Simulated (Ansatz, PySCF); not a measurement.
Gas-phase reaction in SMILES: [F][Sn]([F])[F] -> [Sn-]([F])([F])[F] (an electron is taken up)

Property: adiabatic electron affinity (0 K, with zero-point energies), in eV. Positive where the reaction releases energy. Set-up: six Cartesian d functions in 6-31G* and its kin unless marked 5d; no dispersion term unless named; STO-3G and 3-21G all-electron and non-relativistic; LANL2DZ with its own core potentials from Na on; valence correlation only (noble-gas shells and the d and f shells of earlier blocks); def2 sets with scalar-relativistic core potentials past Kr; spin-orbit terms left out; open shells spin-unrestricted. Ab initio and DFT rows: single points at B3LYP-D3(BJ) geometries (Ansatz, an electronic-structure program), with unscaled harmonic terms from B3LYP/6-31G* (LANL2DZ past Ar) at its own minima.

```csv
level,program,"adiabatic electron affinity (0 K, with zero-point energies) (eV)"
HF/STO-3G,Ansatz,-3.02
HF/3-21G,Ansatz,2.28
HF/LANL2DZ,Ansatz,3.46
HF/6-31G* with LANL2DZ past Ar,Ansatz,2.38
PBE/STO-3G,Ansatz,-2.79
PBE/def2-SVP,Ansatz,3.48
PBE/6-31G* with LANL2DZ past Ar,Ansatz,2.68
B3LYP/6-31G* with LANL2DZ past Ar,Ansatz,2.87
PBE0/6-31G* with LANL2DZ past Ar,Ansatz,2.88
MP2/STO-3G,Ansatz,-3.23
MP2/3-21G,Ansatz,2.20
MP2/LANL2DZ,Ansatz,3.49
MP2/6-31G* with LANL2DZ past Ar,Ansatz,2.46
B3LYP/def2-TZVPD,Ansatz,4.28
M06-2X/def2-TZVPD,PySCF,3.93
B2PLYP-D3(BJ)/def2-TZVPD,Ansatz + dftd3,4.08
```

No value to compare with is used here. The 13 habitual levels span -3.23 (MP2/STO-3G) to 3.49 eV (MP2/LANL2DZ); M06-2X/def2-TZVPD gives 3.93.

The levels are drawn from those run, B3LYP/6-31G* more often than the rest, none by its result; runs whose electronic state is in doubt are left out.
